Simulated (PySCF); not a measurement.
1,1,1-trifluoroethane (C2H3F3), SMILES FC(F)(C)F.

The structure is a stationary point at B3LYP-D3(BJ)/def2-SVP.

Two levels are set side by side: PBE/def2-TZVP (PySCF) and HF/def2-TZVP (PySCF). Same geometry, gas phase. Differences are taken from unrounded values.

```json
[
 {"quantity": "orbital gap (eV)", "HF": "19.19"},
 {"quantity": "highest occupied level (eV)", "HF": "-15.37"},
 {"quantity": "lowest empty level (eV)", "HF": "3.82"},
 {"quantity": "dipole moment (D)", "HF": "2.52"},
 {"quantity": "mean polarisability (bohr³)", "HF": "25.3"}
]
```

Task: What does PBE give, and how far is it from HF? (Estimate from the structure and the level; the computed values follow.)

Result: 
```csv
quantity,PBE,PBE minus HF
orbital gap (eV),9.70,-9.49
highest occupied level (eV),-9.09,6.28
lowest empty level (eV),0.61,-3.21
dipole moment (D),2.14,-0.38
mean polarisability (bohr³),28.5,3.2
```

Without exact exchange PBE keeps part of each electron's self-repulsion, which lifts occupied levels and narrows the gap. Loosely held outer electrons make PBE densities more polarisable. Differences between two approximate levels are no errors against the true value.

Rough cost on one machine, each run with all the roots and properties that it gave: HF against PBE about 1/3.
